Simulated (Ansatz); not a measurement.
Worked example: GeH3(CH3) + SiH3(SbH2) → SiH3(GeH3) + SbH2(CH3)

Gas-phase species: GeH3(CH3) (methyl germane), singlet; SiH3(SbH2), singlet; SiH3(GeH3), singlet; SbH2(CH3), singlet. The partners trade CH3 for SiH3: Ge–CH3 and Sb–SiH3 bonds give way to Ge–SiH3 and Sb–CH3.

Shapes, held fixed at every level: PBE0-D4/def2-TZVP. Programs: Ansatz 0.2.0. The zero-point and thermal change to 298 K, harmonic and unscaled (PBE0-D4/def2-TZVP), is -0.5 kJ/mol.

At CCSD(T)/def2-TZVPP; 1 Eh = 2625.50 kJ/mol:

| species | energy (Eh) |
| --- | --- |
| GeH3(CH3) | -2117.237880 |
| SiH3(SbH2) | -531.635245 |
| SiH3(GeH3) | -2368.247189 |
| SbH2(CH3) | -280.615213 |

Task: Work out ΔH(298 K) of the reaction at this level.

Result: 
1. Products less reactants: (-2368.247189) + (-280.615213) − [(-2117.237880) + (-531.635245)] = 0.010723 Eh = +28.2 kJ/mol.
2. With the thermal change: +28.2 + (-0.5) = +27.7 kJ/mol.

Other levels give +27.1 (B3LYP-D4/def2-TZVPP) to +34.3 kJ/mol (CCSD/def2-SVP). No measured value is set beside it here. For atoms past krypton def2 sets carry core potentials with scalar relativity. Relativity is left out for Ge. Outer-core shells of Ge, Sb are correlated, in sets that cover them unevenly.
